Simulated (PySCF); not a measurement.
This PySCF input asks for the NMR shieldings of `C[C@@H](BF)[C@H](F)[SiH3]`, C₃H₉BF₂Si; the geometry comes from GFN2-xTB.

```python
import basis_set_exchange as bse
import numpy as np
from pyscf import gto, dft
from pyscf.prop import nmr

atoms = """
C    -1.420140    1.332915    0.705725
C    -0.498372    0.121616    0.521030
B    -1.258705   -1.187853    0.038917
F    -0.673610   -2.351530    0.227237
C     0.632468    0.460491   -0.466423
F     0.097046    0.587183   -1.750430
Si    2.077594   -0.805561   -0.559362
H    -0.865302    2.182912    1.100295
H    -1.857330    1.617531   -0.248028
H    -2.226850    1.096836    1.395454
H     0.002449   -0.083401    1.475483
H    -2.313769   -1.207379   -0.473551
H     1.013597    1.464448   -0.232906
H     1.621445   -2.039012   -1.185516
H     2.544058   -1.004229    0.813980
H     3.117824   -0.176024   -1.373316
"""
names = dict.fromkeys(["C", "B", "F", "Si", "H"], "pcSseg-1")
basis = {el: gto.basis.parse(bse.get_basis(n, elements=[el], fmt="nwchem")) for el, n in names.items()}
mol = gto.M(atom=atoms, basis=basis, charge=0, verbose=0)
mf = dft.RKS(mol, xc="PBE0")
mf.grids.level = 2
mf.grids.alignment = dft.numint.BLKSIZE   # the property module wants whole blocks of grid points
mf.conv_tol = 1e-9
mf.kernel()

calc = nmr.RKS(mf)   # GIAO
C = mf.mo_coeff
Co = C[:, mf.mo_occ > 0]
resp = mf.gen_response(singlet=True, hermi=2)
def vind(x):   # induced exchange potential for any number of trial vectors
    d = np.einsum("pi,xij,qj->xpq", C, 2 * x.reshape(-1, C.shape[1], Co.shape[1]), Co, optimize=True)
    return np.einsum("xpq,pi,qj->xij", resp(d - d.transpose(0, 2, 1)), C, Co, optimize=True).ravel()
mo1, _ = nmr.rhf.solve_mo1(calc, with_cphf=vind)
sigma = calc.kernel(mo1)
for i, s in enumerate(sigma):   # ppm
    w = np.linalg.eigvalsh((s + s.T) / 2)
    print("%2d %-2s iso %8.1f  s11 %8.1f  s22 %8.1f  s33 %8.1f" % (i, mol.atom_pure_symbol(i), w.mean(), *w))
```

Question: Give the expected output.

Answer: 
```
 0 C  iso    169.5  s11    149.8  s22    173.1  s33    185.7
 1 C  iso    149.4  s11    130.2  s22    152.1  s33    166.0
 2 B  iso     40.1  s11    -25.3  s22     61.3  s33     84.3
 3 F  iso    162.2  s11    -19.6  s22     28.3  s33    477.8
 4 C  iso     89.9  s11     49.5  s22     74.6  s33    145.7
 5 F  iso    420.5  s11    375.2  s22    409.7  s33    476.6
 6 Si iso    419.3  s11    393.4  s22    408.1  s33    456.5
 7 H  iso     30.6  s11     26.5  s22     28.6  s33     36.8
 8 H  iso     29.6  s11     25.4  s22     28.6  s33     34.7
 9 H  iso     30.3  s11     25.8  s22     27.8  s33     37.4
10 H  iso     30.7  s11     25.5  s22     31.6  s33     35.0
11 H  iso     26.1  s11     23.9  s22     25.0  s33     29.5
12 H  iso     26.6  s11     24.7  s22     26.4  s33     28.9
13 H  iso     27.6  s11     24.1  s22     27.3  s33     31.4
14 H  iso     27.9  s11     24.7  s22     26.3  s33     32.6
15 H  iso     27.7  s11     24.2  s22     25.7  s33     33.1
```

These numbers come from an equivalent density-fitted implementation of the same equations, which agrees with the script to about 0.01 ppm for H and up to a few tenths of a ppm for heavy atoms, so last digits may differ.

Size and cost of the density-fitted run: 171 basis functions, 13 s wall time on 1 thread of an AMD EPYC 9R45 96-Core, shared host; peak memory 0.78 GiB.
